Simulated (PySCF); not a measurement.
# How methods differ on the excitation energy of Os⁺

Os⁺ [Xe] 4f14 5d6 6s1 (6D) → Os⁺ [Xe] 4f14 5d6 6p1 (high-spin determinant), as a difference of total energies. Calculation: PySCF 2.14, in ANO-RCC-VTZP; scalar relativity by spin-free X2C-1e. Correlated levels: valence: [Xe] 4f14 frozen. The calculations carry no spin-orbit coupling.

| method | excitation energy (cm⁻¹) |
| --- | --- |
| UHF | 45246 |
| MP2 (valence) | 47861 |
| SCS-MP2 (valence) | 46965 |
| CCSD (valence) | 46827 |
| CCSD(T) (valence) | 46449 |

A first-order spin-orbit estimate (lowest level to lowest level, LS coupling) adds 0.327 eV.

The basis was made for the ground configuration and has no added diffuse functions, so the excitation energy can come out too high.

The determinant of the upper state mixes LS terms, which raises its energy above the lowest term, most at the Hartree-Fock and MP2 levels.
